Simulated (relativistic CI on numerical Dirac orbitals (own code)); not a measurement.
What each ingredient does to the levels of Bi⁴⁵⁺

Base calculation: Dirac-Coulomb-Breit CI, KLI orbitals optimised for each configuration, a model potential for QED, unscaled Slater integrals.

CI space (outside the closed core [Ar] 3d10): 4s2 4p6 4d2, 4s2 4p6 4d 4f, 4s2 4p5 4d3, 4s 4p6 4d3, 4s2 4p5 4d2 4f, 4s 4p6 4d2 4f, 4s2 4p6 4d 5s, 4s2 4p6 4f 5s, 4s2 4p6 4d 5p, 4s2 4p6 4d 5d, 4p6 4d3 4f, 4s2 4p5 4d2 5s, 4s2 4p6 4d 5f, 4s 4p6 4d 4f 5s, 4s2 4p6 4d 5g, 4s2 4p6 5s 5p, 4s2 4p5 4d2 5d, 4s 4p6 4d2 5s, 4s2 4p6 4d 6s, 4s2 4p6 4d 6d, 4s2 4p6 4f2, 4s2 4p5 4f3, 4s 4p6 4f3, 4p6 4d4, 4p5 4d5, 4p5 4d4 4f, 4s2 4p6 4f 5p, 4s2 4p5 4f2 5p, 4s 4p6 4f2 5p, 4s2 4p6 5s2, 4s2 4p5 4f 5s2, 4s 4p6 4f 5s2, 4s2 4p6 5p2, 4s2 4p5 4f 5p2, 4s 4p6 4f 5p2, 4p6 4d3 5s, 4p5 4d4 5s, 4p5 4d3 4f 5s, 4s 4p6 4d 5s2, 4s 4p5 4d 4f 5s2, 4p6 4d 4f 5s2. Double excitations out of closed p, d and f shells are left out; levels of such configurations are missing from the list, as are those of other unlisted configurations, and high levels can miss mixing partners. These lack a partner that the ground configuration has and come out too high: 4s2 4p5 4d2 5s, 4s2 4p5 4d2 5d, 4s 4p6 4d2 5s.

The lowest level and the first level of each name with at least 55 % of one term (blank where a level has no safe partner in the second run):

| Level | Base (cm⁻¹) | Shift (cm⁻¹) |
| --- | --- | --- |
| 4s2 4p6 4d2 3F_2 | 0 | 0 |
| 4s2 4p6 4d2 3P_0 | 85276 | -7771 |
| 4s2 4p6 4d2 3F_3 | 267796 | +1246 |
| 4s2 4p6 4d2 3P_1 | 319752 | -3535 |
| 4s2 4p6 4d2 1G_4 | 320210 | -3585 |
| 4s2 4p6 4d2 3F_4 | 566946 | -729 |
| 4s2 4p6 4d2 1S_0 | 692388 | -13553 |
| 4s2 4p6 4d 4f 3H°_4 | 2119539 | +2864 |
| 4s2 4p5 4d3 3P°_1 | 2123215 | +1748 |
| 4s2 4p5 4d3 3I°_7 | 2129553 | +1120 |

At this charge energies of transitions that change n are usually good to better than 1 %, and those within a shell (Δn = 0) to a few per cent.

Problem. One thing was changed in a second run, which moved the levels as shown. Which?
A. QED terms removed
B. valence Slater integrals scaled by 0.9
C. Breit term removed
D. configuration mixing switched off
E. non-relativistic limit

Solution. B. Valence Slater integrals scaled by 0.9. Scaling acts on the splittings between terms and on the mixing, and leaves the fine structure of pure LS terms nearly alone; in jj coupling it moves the levels of one term differently.

LS names give the leading component of a level, which can be under half, so a name can repeat, a term be missing and a line seem to break the LS rules.
